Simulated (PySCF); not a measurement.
## From computed data to an observable: entropy of an ideal gas

HOSn, SMILES [OH+]=[Sn] (connectivity only; charge and spin as stated), charge +1, multiplicity 1.

Coordinates come from a r2SCAN-D4/def2-TZVP optimisation. The isomer is the one that the SMILES or the coordinates give; other isomers of the formula were not compared. The def2 effective core potentials stand for the cores of Sn; spin–orbit coupling is left out.

PySCF with r2SCAN-D4/def2-TZVP gives the harmonic wavenumbers 115, 115, 759, 3823 cm⁻¹ and the rotational temperature 0.4340 K. The molar mass is 135.72 g/mol, the symmetry number 1, the spin multiplicity 1.

Task: Work out the entropy at 298.15 K and 1 atm in the rigid-rotor, harmonic-oscillator model.

Result: 
Translation (Sackur–Tetrode at 1 atm): S = R[1.5 ln M + 2.5 ln T − 1.16487] = 170.0 J/(mol K).
Rotation: q = T/(σ θ) = 687, S = R[ln q + 1] = 62.6 J/(mol K).
Vibration: with u = 1.4388 ν/T, each mode gives R[u/(e^u − 1) − ln(1 − e^−u)]:
```tsv
ν (cm⁻¹)	modes	u	S (J/(mol K))
115	2	0.55	26.63
759	1	3.66	1.02
```
The stiffer modes add less than 0.005 each. Sum 27.7 J/(mol K).
Spin: R ln 1 = 0.0 J/(mol K).
Total 260.3 J/(mol K); the program's own thermochemistry gives 260.3. Translation makes up 65 % and vibration 11 %. Anharmonicity, hindered rotation and orbital degeneracy are left out.
